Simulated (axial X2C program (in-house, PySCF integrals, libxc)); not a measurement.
Correcting the dissociation energy of KS for spin–orbit coupling

A spin-free CCSD(T) curve (one-electron X2C) was computed with an in-house relativistic program for diatomic molecules, basis K dyall-cv3z [11s12p6d3f], S dyall-av3z [9s8p3d2f] (cores contracted in-house), for the state M_S = 1/2, Λ = 1 (beyond evenly filled blocks: π+α, π+β, π-α). It gives D0 = 2.544 eV to K + S, which in a spin-free picture are the weighted means of the ground terms.

Correlated methods: 15 electrons correlated (number of frozen shells: K 2 s, 1 p; S 2 s, 1 p), 237 virtual spin orbitals or spinors in MP2, 90 natural virtuals in coupled cluster.

Measured levels of the ground terms (NIST Handbook of Basic Atomic Spectroscopic Data), in cm⁻¹: K 2S: J = 1/2 at 0; S 3P: J = 2 at 0, J = 1 at 396.1, J = 0 at 573.6.

The two components of the molecular doublet are 327 cm⁻¹ apart in the PBE0 2c search (Ω = 3/2 lower), so the lower one lies 164 cm⁻¹ under their mean.

Problem. How far does each ground level lie under the (2J+1)-weighted mean of its term?

Solution. K: a single level, 0; S: (5 × 0 + 3 × 396.1 + 1 × 573.6)/9 = 196 cm⁻¹.

Problem. Correct D0.

Solution. D0 = 2.544 + (164 − 196)/8065.5 = 2.540 eV at CCSD(T) with these spin–orbit terms. The direct two-component run gives 2.540 eV; the difference holds second-order terms in the molecule, scalar two-electron terms, the gap between measured and computed atomic splittings (a 2c atom can miss part of its lowering) and, in coupled cluster, the truncation of each run.

Second-order spin–orbit effects in the molecule, which grow quickly with Z, are left out. Occupations by symmetry block were frozen at the best pattern of an incomplete PBE0 search. De is counted from the lowest determinant-based energies of the atoms at the same level, without counterpoise correction. CCSD and (T) use frozen natural virtuals with an MP2 correction for the truncation; (T) itself is uncorrected, so its De runs slightly low. PBE0 can misorder states that lie within some tenths of an eV, so this need not be the ground state of the molecule. The nearest other spin-free determinant of the search, M_S = 1/2, Λ = 0, lies 0.24 eV up at the distance of the search.
